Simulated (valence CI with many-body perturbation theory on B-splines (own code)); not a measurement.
Values are calculated unless marked as measured or tabulated.
Sensitivity of CI+MBPT for Mn¹⁸⁺

Level of theory: valence CI with perturbative core correlation (CI+MBPT): five valence electrons over a frozen Dirac-Fock core [He], a basis of 6 s, 6 p, 5 d, 3 f, 1 g functions for each j, with the one-electron correlation potential Σ1, the two-electron term Σ2, the three-electron term Σ3, Breit, model QED; selected CI, second order for the rest, scaled by the run's own slope (own B-spline code, finite nucleus).

No measured spectrum was set against this ion. As an estimate, levels of excited configurations hold to 0.05 to 0.15 % of their energy, terms of the ground configuration to about 0.5 %. Among the levels kept, up to 3700 cm⁻¹ of a level comes from second order outside the variational space, and about a tenth of that is noise between levels of different J, which matters for small intervals.

The reference run has the lowest level 2s2.2p3 4S°_3/2 and an ionisation energy of 1430.12 eV. Its largest variational space holds 12344 state functions.

Changed runs:
A. selection threshold (hartree) 2e-08 → 1e-05
B. orbitals per symmetry with explicit Σ2 and valence Breit (the others get mean screening factors) 5 → 7
C. highest l in the core sums 6 → 7; QED terms on → off
D. start configuration 2s2 2p3 → 2s2 3p3 (bad on purpose)

Excitation energies of the reference run in cm⁻¹, and shifts in cm⁻¹:

```
                 Level  Reference        A        B         C
       2s2.2p3 2D°_3/2     132347     -2.6     -2.9       +11
       2s2.2p3 2D°_5/2     163211      -20     -3.5      -100
       2s2.2p3 2P°_1/2     243129      -15     -8.4       -23
       2s2.2p3 2P°_3/2     292687     -2.1     -7.0      -218
         2s.2p4 4P_5/2     709291     -6.7     -1.7     +2857
         2s.2p4 4P_3/2     766071     -3.0     -3.6     +2718
         2s.2p4 4P_1/2     785933     -8.1     -5.0     +2696
         2s.2p4 2D_3/2     982158     -6.1     -7.2     +2807
         2s.2p4 2D_5/2     993826      -16     -6.2     +2750
         2s.2p4 2S_1/2    1128290      -15      -17     +2820
         2s.2p4 2P_3/2    1172380     -7.1     -8.8     +2839
         2s.2p4 2P_1/2    1253640      -13      -13     +2621
Ionisation energy (eV)    1430.12  +0.0007  +0.0022  -0.00014
```

Run D: It gave no result: the start configuration must fill the lowest shells above the core. The program said: "3p is not the lowest shell of its kind above the core".
